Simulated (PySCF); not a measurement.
C2H11GeNSi.
SMILES with atom numbers: `[CH3:1][SiH:2]([CH3:3])[NH:4][GeH3:5]` (hydrogens: H6, H7, H8 on C1; H9 on Si2; H10, H11, H12 on C3; H13 on N4; H14, H15, H16 on Ge5)

A GFN2-xTB structure was refined with PBE0-D3(BJ)/def2-SVP geometry optimisation, gas phase in PySCF. Its GFN2-xTB values:

```
   coordinate  GFN2-xTB
       C1–Si2   1.898 Å
        C1–H6   1.085 Å
       Si2–N4   1.737 Å
       Si2–H9   1.480 Å
       N4–Ge5   1.811 Å
       N4–H13   1.007 Å
      Ge5–H14   1.498 Å
    C1–Si2–C3    112.2°
    C1–Si2–N4    108.1°
   Si2–N4–Ge5    126.9°
    C3–Si2–N4    106.4°
C1–Si2–N4–Ge5     -157°
```

**Question.** How do these coordinates change at the PBE0-D3(BJ)/def2-SVP level?

**Answer.** 
| coordinate | PBE0-D3(BJ)/def2-SVP (Å or °) | change |
| --- | --- | --- |
| Ge5–H14 | 1.542 | +0.044 |
| N4–Ge5 | 1.836 | +0.025 |
| Si2–H9 | 1.505 | +0.025 |
| C1–Si2 | 1.877 | -0.021 |
| C1–H6 | 1.102 | +0.017 |
| N4–H13 | 1.015 | +0.008 |
| Si2–N4 | 1.743 | +0.006 |
| C3–Si2–N4 | 108.0 | +1.6 |
| C1–Si2–N4 | 109.5 | +1.4 |
| Si2–N4–Ge5 | 128.1 | +1.2 |
| C1–Si2–C3 | 111.4 | -0.8 |
| C1–Si2–N4–Ge5 | -146 | +11 |

The energy falls by 2.8 kcal/mol over 9 energy and gradient evaluations, the largest force component goes from 0.0163 to 3.0e-04 Eh/bohr, and the atoms move by 0.139 Å rms after alignment. Among the bonds, Ge5–H14, Ge5–H15 and Ge5–H16 change most and about equally (+0.044 Å). Bonds longer at the end by more than 0.005 Å: 13 of 15; shorter: 2. Among the dihedrals that turn most is H9–Si2–N4–Ge5, from 83° to 94°. Rotational constants go from 5010, 1102, 965.6 to 4989, 1086, 957.9 MHz.

The run used 147 basis functions and 56 SCF cycles in all. On an Arm Neoverse V1 with one thread, no GPU, on a shared host, this took 93 s.

No PBE0-D3(BJ)/def2-SVP frequencies stand behind this structure, so it isn't proved a minimum. One conformer, not necessarily the lowest.
